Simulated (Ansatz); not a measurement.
```yaml
crystal:
  periodic: [true, true, true]
  atoms:
    - {symbol: C, position_ang: [0.274014, 0.309563, 1.171738]}
    - {symbol: Si, position_ang: [-0.320676, -0.177040, -0.667780]}
    - {symbol: F, position_ang: [0.051247, -1.751883, -0.797691]}
    - {symbol: F, position_ang: [-1.809672, 0.133874, -0.766126]}
    - {symbol: Cl, position_ang: [0.796212, 0.850349, -2.081382]}
    - {symbol: H, position_ang: [1.056334, -0.298926, 1.567853]}
    - {symbol: H, position_ang: [-0.060612, 0.883741, 1.888866]}
basis:
  gaussian: {orbitals: def2-mTZVPP}
magnetization: {spin_polarized: true, initial_magnetization: 1}
hamiltonian: {xc: {name: r2SCAN0}}
output: {forces: true}
```

```sh
$ ansatz run in.yaml --threads 4 --pin off --events-out ev --progress --plain --max-ram 10444MiB
```

It prints (some lines left out):

```
Error: YAML parse error: error: line 2 column 3: crystal: missing field `lattice` (a structure is typed as `lattice` and `atoms`, a molecule's as `atoms` in Å alone, or read from a run's directory, `checkpoint`)
 --> <input>:2:3
1 | crystal:
2 |   periodic: [true, true, true]
3 |   atoms:
4 |     - {symbol: C, position_ang: [0.274014, 0.309563, 1.171738]}
```

(1) What is wrong with this run?

Answers

(1) The molecule is marked periodic without a cell. The program refused the input.
